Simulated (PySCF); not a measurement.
State search for BeAs⁺

Unrestricted PBE0; PySCF, no relativity, basis sets Be def2-TZVP, As def2-TZVP. Outer shells of the fragments: Be+ 2s1; As 3d10 4s2 4p3.

Followed along the bond (rough minima from three points):

```csv
2Ms+1,unpaired,⟨S²⟩ at the start,R at minimum (Å),Te (eV)
3,π ↑↑,2.02,2.13,0.00
1,π ↑↓,1.01,2.12,0.30
1,none,0.00,2.11,1.24
5,"σ ↑↑, π ↑↑",6.00,none in the scan,≤ 1.83
```

Solutions found at the starting distance of 2.235 Å, counted from the lowest of them; the search is not exhaustive and high or unbound solutions are not listed, so other states can lie among these:

```tsv
2Ms+1	unpaired	term	E (eV)	⟨S²⟩	⟨Lz²⟩	μ (D)
3	π ↑↑	³Σ⁻	0.00	2.02	0.00	-7.40
1	π ↑↓	mixed	0.31	1.01	2.02	-7.43
1	none	mixed	1.27	0.00	2.00	-7.27
3	σ ↑, π ↑	³Π	1.76	2.00	1.01	-2.07
1	σ ↓, π ↑	mixed	1.82	1.00	1.01	-2.06
5	σ ↑↑, π ↑↑	⁵Σ⁻	1.88	6.00	0.00	-2.53
3	σ ↑, π ↑	³Π	2.50	2.02	1.03	-7.72
3	σ ↑↑, π ↑↓	mixed	2.64	3.01	2.02	-2.52
1	σ ↓↓, π ↑↑	mixed	2.70	2.01	0.00	-2.62
1	σ ↓, π ↑	mixed	2.82	1.10	1.01	-7.63
```

A term symbol is given only where ⟨S²⟩ and ⟨Lz²⟩ are close to those of a pure state; real π, δ and φ orbitals otherwise mix terms. A positive dipole points towards As; it is taken about the centre of mass and depends on that origin.

Spin–orbit coupling is left out. Counting both spins, an empty level lies below a filled one in some of these solutions, because spin and occupation are held.
